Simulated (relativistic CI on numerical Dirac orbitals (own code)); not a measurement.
# Cu3+ in a cubic cluster: L2,3 absorption with charge transfer

Computed with a charge-transfer multiplet model of a cubic metal-ligand cluster with up to 2 ligand holes, Slater and spin-orbit integrals from Dirac-Coulomb-Breit ions, Slater integrals scaled by 0.8. The ground state mixes d8 with configurations of k ligand holes L, whose averages lie at kΔ + k(k − 1)U_dd/2; a core hole lowers each added d electron by U_cd. 300 K, Lorentzian 0.4 eV and Gaussian 0.3 eV FWHM.

Atomic integrals in eV (Slater integrals scaled, ζ unscaled), ground: F2dd 11.066, F4dd 6.905, zeta_d 0.110; with the core hole: F2dd 11.066, F4dd 6.905, zeta_d 0.138, zeta_core 13.377, F2cd 7.060, G1cd 5.412, G3cd 3.079.

Cluster parameters (eV): Δ = 0.1, U_cd = 8.7, 10Dq = 0.45, 10Dq(ligand) = 1.3, V(eg) = 2, V(t2g) = -0.97, final-state hopping factor = 1.

| Case | n_d | d8 | d9L | d10L2 | S |
| --- | --- | --- | --- | --- | --- |
| U_dd = 5.3 eV | 8.57 | 0.48 | 0.47 | 0.05 | 1.00 |
| U_dd = 6 eV | 8.55 | 0.49 | 0.47 | 0.04 | 1.00 |
| U_dd = 6.7 eV | 8.54 | 0.50 | 0.47 | 0.04 | 1.00 |
| U_dd = 7.4 eV | 8.53 | 0.50 | 0.46 | 0.03 | 1.00 |
| U_dd = 8.8 eV | 8.51 | 0.52 | 0.46 | 0.03 | 1.00 |

Weights, n_d and S are thermal averages at 300 K. Photon energies count from the first peak over 30 % of the highest in each spectrum, which can be another peak from case to case. The parameters are a model scan and need not match a compound or its usual spin state. Peaks in eV (height, largest 100):
- U_dd = 5.3 eV: 0.0 (100), 4.3 (7), 5.1 (14), 5.7 (11), 7.1 (10), 20.2 (32), 26.0 (7)
- U_dd = 6 eV: 0.0 (100), 4.0 (5), 4.8 (11), 5.3 (10), 6.6 (9), 20.2 (31), 25.6 (6)
- U_dd = 6.7 eV: 0.0 (100), 4.5 (9), 4.9 (8), 6.2 (8), 20.3 (29), 25.2 (5)
- U_dd = 7.4 eV: 0.0 (100), 4.5 (6), 5.8 (7), 20.2 (26)
- U_dd = 8.8 eV: 0.0 (100), 1.0 (18), 20.2 (23), 20.8 (22)

Curve for U_dd = 7.4 eV (points under 2 left out, the grid thinned):

| E (eV) | Intensity |
| --- | --- |
| -1.6 | 2.2 |
| -1.4 | 2.8 |
| -1.1 | 4.6 |
| -0.9 | 6.9 |
| -0.7 | 11.5 |
| -0.5 | 22.6 |
| -0.2 | 73.6 |
| 0.0 | 100.0 |
| 0.2 | 68.4 |
| 0.4 | 36.0 |
| 0.7 | 20.2 |
| 0.9 | 11.6 |
| 1.1 | 6.6 |
| 1.4 | 3.7 |
| 1.6 | 2.9 |
| 1.8 | 2.4 |
| 2.0 | 2.0 |
| 3.7 | 2.9 |
| 3.9 | 4.0 |
| 4.1 | 5.7 |
| 4.3 | 6.1 |
| 4.6 | 6.4 |
| 4.8 | 5.0 |
| 5.0 | 3.5 |
| 5.3 | 2.7 |
| 5.5 | 3.9 |
| 5.7 | 6.2 |
| 5.9 | 6.4 |
| 6.2 | 3.1 |
| 19.3 | 2.3 |
| 19.5 | 3.8 |
| 19.7 | 7.5 |
| 20.0 | 21.6 |
| 20.2 | 26.2 |
| 20.4 | 25.1 |
| 20.7 | 14.9 |
| 20.9 | 7.0 |
| 21.1 | 3.6 |
| 21.3 | 2.2 |
| 24.5 | 3.2 |
| 24.7 | 3.8 |
| 24.9 | 3.8 |
| 25.1 | 2.6 |
| 25.5 | 2.4 |
| 25.7 | 2.2 |

For the case U_dd = 7.4 eV, Δ = 0.1 eV is smaller than U_dd = 7.4 eV, the charge-transfer side of the Zaanen-Sawatzky-Allen scheme. With the core hole the configuration with one ligand hole lies at Δ + U_dd − U_cd = -3.3, -2.6, -1.9, -1.2, 0.2 eV from the one without, in the order of the table; where this is negative the screened configuration lies lower, though the effective hopping of about 2.4 eV (from the holes of the mixed ground state) mixes the two strongly wherever it is as large as the gap.
